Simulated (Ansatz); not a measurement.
The same path of H5NSn (7 atoms, charge 0, multiplicity 1) was run 3 times with different band settings. The coordinate that changes most is the height of N1 over the plane of its neighbours.

Method: RKS B3LYP-D4/def2-SVP (Ansatz 0.2.0).

Relaxed end points:

```xyz
7
Properties=species:S:1:pos:R:3
N -0.517 -1.201 0.118
Sn 0.145 0.737 -0.134
H -0.007 -1.864 -0.469
H -0.413 -1.525 1.081
H -0.117 1.104 -1.792
H -0.842 1.701 0.888
H 1.812 0.980 0.263
```

```xyz
7
Properties=species:S:1:pos:R:3
N -0.115 -1.213 0.492
Sn 0.152 0.736 -0.130
H 0.410 -1.878 -0.078
H -1.093 -1.503 0.452
H -0.332 1.036 -1.765
H -0.789 1.697 0.938
H 1.829 1.056 0.046
```

Common settings: movable images 5; climbing image yes; spring 5.0 eV/Å²; optimiser quadratic models (default); start path IDPP; force threshold 0.05 eV/Å; end points relaxed.

| run | iteration limit |
| --- | --- |
| 1 | 60 |
| 2 | 6 |
| 3 | 3 |

What does each run give, and how far can it be trusted?

Run 1: converged after 5 iterations, highest image 0.086 eV above the first end. A vibrational analysis at the climbing image gives one clearly imaginary mode, 436i cm⁻¹: a first-order saddle point.
Run 2: converged after 5 iterations, highest image 0.086 eV above the first end. Another band between the same ends (5 images) ends at a top of the same energy, where a vibrational analysis finds 1 clearly imaginary mode.
Run 3: not converged after 3 iterations, highest image 0.087 eV above the first end. The band didn't meet its force threshold, so its energies are provisional: the largest band force was still 0.13 eV/Å, and over the last iterations the top moved between 0.09 and 0.12 eV.
